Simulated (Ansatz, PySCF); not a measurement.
Gas-phase reaction (SMILES): CO[Si](S)(OC)OC [trimethoxy(sulfanyl)silane] + S (H2S) -> CO[Si](S)(S)OC + CO (CH4O); hydrogen sulfide cleaves one Si-O bond, a model of a ligand-exchange step.

Structures are relaxed separately at B3LYP-D3(BJ)/def2-TZVP in Ansatz (a program for electronic structure), one conformer each, not searched for the lowest. Correlated levels leave the core frozen unless marked. Spin-orbit coupling is left out. No relativistic terms. Basis-set limits of correlation are two-point, X^-3; Hartree-Fock from the larger set. The bracket is a focal-point correction in the basis named. Thermal terms are rigid-rotor harmonic-oscillator values from B3LYP-D3(BJ) frequencies (Ansatz or PySCF) at 298.15 K and 1 atm. 1 Eh = 627.5095 kcal/mol.

```tsv
species	E, RI-MP2/CBS(aug-cc-pV(T+d)Z,aug-cc-pV(Q+d)Z)+[CCSD(T)-MP2]/aug-cc-pV(T+d)Z (Ansatz) (Eh)	E, r2SCAN-D4/def2-TZVPD (Ansatz + dftd4) (Eh)	H - E (Eh)
CO[Si](S)(OC)OC	-1032.69830	-1033.78501	0.15199
S (H2S)	-398.97028	-399.37410	0.01881
CO[Si](S)(S)OC	-1316.03096	-1317.43294	0.11781
CO (CH4O)	-115.61566	-115.70530	0.05533
```

### Question
Work out ΔE and ΔH at 298.15 K at the first level, then ΔH at the second.

### Answer

1. ΔE = [(-1316.03096) + (-115.61566)] - [(-1032.69830) + (-398.97028)] = 0.02196 Eh = 13.8 kcal/mol at RI-MP2/CBS(aug-cc-pV(T+d)Z,aug-cc-pV(Q+d)Z)+[CCSD(T)-MP2]/aug-cc-pV(T+d)Z.
2. The terms H - E add up to 0.00234 Eh, so ΔH = (0.02196 + (0.00234))×627.5095 = 15.2 kcal/mol.
3. At r2SCAN-D4/def2-TZVPD the same steps give ΔE = 13.1 and ΔH = 14.6 kcal/mol, a shift of -0.6 from the first level.
4. These values are not checked against measurement here, since the tables used lack a sound gas-phase enthalpy of formation for at least one species.
